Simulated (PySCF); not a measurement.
# Electron correlation in Au⁺ (gold, charge +1)

[Xe] 4f14 5d9 6p1, one real determinant (an excited configuration). Computed with PySCF 2.14 in x2c-TZVPPall, with scalar relativity by spin-free X2C-1e. Frozen: [Xe] 4f14; 10 electrons correlated.

```csv
level,correlation energy (mhartree)
CCSD,-263.49
(T),-9.61
CCSD(T),-273.10
```

Diagnostics: T1 = 0.012, D1 = 0.0477, largest double amplitude 0.049.

The real determinant used has ⟨L²⟩ near 8 against 12 for a pure F term, so it mixes terms. Spin-orbit coupling, absent here, splits the open shell strongly.

Cost of the coupled-cluster step: about 18 core-seconds, for 10 correlated electrons.

Iterations:

```
CC2 = 0
CCSD nocc = (np.int64(6), np.int64(4)), nmo = (63, 63)
frozen orbitals [[0, 1, 2, 3, 4, 5, 6, 7, 8, 9, 10, 11, 12, 13, 14, 15, 16, 17, 18, 19, 20, 21, 22, 23, 24, 25, 26, 27, 28, 29, 30, 31, 32, 33], [0, 1, 2, 3, 4, 5, 6, 7, 8, 9, 10, 11, 12, 13, 14, 15, 16, 17, 18, 19, 20, 21, 22, 23, 24, 25, 26, 27, 28, 29, 30, 31, 32, 33]]
max_cycle = 100
direct = 0
conv_tol = 1e-08
conv_tol_normt = 1e-06
diis_space = 8
diis_start_cycle = 0
Init t2, MP2 energy = -0.269684450460191
Init E_corr(UCCSD) = -0.269684450466941
cycle = 1  E_corr(UCCSD) = -0.258644510755283  dE = 0.0110399397  norm(t1,t2) = 0.0449326
cycle = 2  E_corr(UCCSD) = -0.261688039531484  dE = -0.00304352878  norm(t1,t2) = 0.0400919
cycle = 3  E_corr(UCCSD) = -0.261687513439777  dE = 5.26091707e-07  norm(t1,t2) = 37.2832
cycle = 4  E_corr(UCCSD) = -0.26292162829402  dE = -0.00123411485  norm(t1,t2) = 0.0135483
cycle = 5  E_corr(UCCSD) = -0.263303794771322  dE = -0.000382166477  norm(t1,t2) = 0.00526057
cycle = 6  E_corr(UCCSD) = -0.263353349164508  dE = -4.95543932e-05  norm(t1,t2) = 0.00381431
cycle = 7  E_corr(UCCSD) = -0.263436322997864  dE = -8.29738334e-05  norm(t1,t2) = 0.00240176
cycle = 8  E_corr(UCCSD) = -0.263506544302796  dE = -7.02213049e-05  norm(t1,t2) = 0.00153059
cycle = 9  E_corr(UCCSD) = -0.263478197474938  dE = 2.83468279e-05  norm(t1,t2) = 0.000736598
cycle = 10  E_corr(UCCSD) = -0.263488214417235  dE = -1.00169423e-05  norm(t1,t2) = 0.000344969
cycle = 11  E_corr(UCCSD) = -0.263491823721063  dE = -3.60930383e-06  norm(t1,t2) = 0.000128553
cycle = 12  E_corr(UCCSD) = -0.263489356246483  dE = 2.46747458e-06  norm(t1,t2) = 0.0312001
cycle = 13  E_corr(UCCSD) = -0.263490095195388  dE = -7.38948906e-07  norm(t1,t2) = 7.27638e-05
cycle = 14  E_corr(UCCSD) = -0.263489983627674  dE = 1.11567715e-07  norm(t1,t2) = 1.45532e-05
cycle = 15  E_corr(UCCSD) = -0.263489981375061  dE = 2.25261315e-09  norm(t1,t2) = 5.67463e-06
cycle = 16  E_corr(UCCSD) = -0.263490005415426  dE = -2.4040365e-08  norm(t1,t2) = 2.19309e-06
cycle = 17  E_corr(UCCSD) = -0.263489984390537  dE = 2.10248888e-08  norm(t1,t2) = 8.87381e-07
cycle = 18  E_corr(UCCSD) = -0.263489984988139  dE = -5.97601968e-10  norm(t1,t2) = 4.66759e-07
UCCSD converged
E(UCCSD) = -19008.45923158002  E_corr = -0.2634899849881387
UCCSD(T) correction = -0.00961038334327568
```

The basis was made for the ground configuration and has no added diffuse functions, which can raise the energy of the promoted electron.

The reference is one real determinant that mixes LS terms of this configuration.
